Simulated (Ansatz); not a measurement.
`F[SiH2]N[SiH2][SiH3]` and `F[SiH2]N[SiH2]Cl` differ in one atom or group.

Ansatz, PBE0-D4/def2-TZVP geometries, multiplicity 1. Each molecule was computed in one conformer, which needn't be the lowest.

```tsv
property	`F[SiH2]N[SiH2][SiH3]`
LUMO energy (PBE/def2-TZVPP) / eV	-1.23
LUMO energy (ωB97M-V/def2-TZVPP) / eV	1.30
HOMO energy (B3LYP/def2-TZVPP) / eV	-7.42
HOMO–LUMO gap (B3LYP/def2-TZVPP) / eV	6.86
LUMO energy (PBE0/def2-TZVPP) / eV	-0.39
size of the dipole moment (B3LYP/def2-TZVPP) / D	1.66
```

(1) What does the change do to each property? (Best estimate.)

Answers

(1) Computed: 
```tsv
property	`F[SiH2]N[SiH2]Cl`	shift
LUMO energy (PBE/def2-TZVPP) / eV	-0.78	0.45
LUMO energy (ωB97M-V/def2-TZVPP) / eV	1.68	0.38
HOMO energy (B3LYP/def2-TZVPP) / eV	-8.36	-0.94
HOMO–LUMO gap (B3LYP/def2-TZVPP) / eV	8.20	1.34
LUMO energy (PBE0/def2-TZVPP) / eV	0.06	0.45
size of the dipole moment (B3LYP/def2-TZVPP) / D	2.39	0.73
```

With PBE0 the HOMO falls by 1.00 eV and the LUMO rises by 0.45 eV, so the gap widens by about 1.45 eV. PBE moves the HOMO by -0.81 eV and ωB97M-V by -1.20 eV. Dipoles are sizes alone; their direction can turn.

B3LYP here is the variant with VWN-RPA as its local correlation; programs differ in this.
